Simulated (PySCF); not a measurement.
# How methods differ on the ionisation energy of F²⁺

F²⁺ [He] 2s2 2p3 (4S) → F³⁺ [He] 2s2 2p2 (3P), as a difference of total energies. Computed with PySCF 2.14 in aug-cc-pCVTZ-DK with one added diffuse shell each of s, p, d, f type (8s7p5d3f, 75 functions), with scalar relativity by spin-free X2C-1e. Correlated levels: valence and next inner shell: nothing frozen. The calculations carry no spin-orbit coupling.

```csv
method,ionisation energy (eV)
UHF,62.226
MP2 (valence and next inner shell),62.871
SCS-MP2 (valence and next inner shell),62.590
CCSD (valence and next inner shell),62.655
CCSD(T) (valence and next inner shell),62.654
```

Task: How much does correlation contribute at CCSD(T) (valence and next inner shell)?

Result: 62.654 − (62.226) = 0.428 eV, measured against UHF.

A first-order spin-orbit estimate (lowest level to lowest level, LS coupling) adds -0.053 eV.

Errors of the correlated levels include the incompleteness of this basis.

For comparison: 62.708 eV (semi-empirical (NIST evaluation); NIST Atomic Spectra Database, ionization energies).
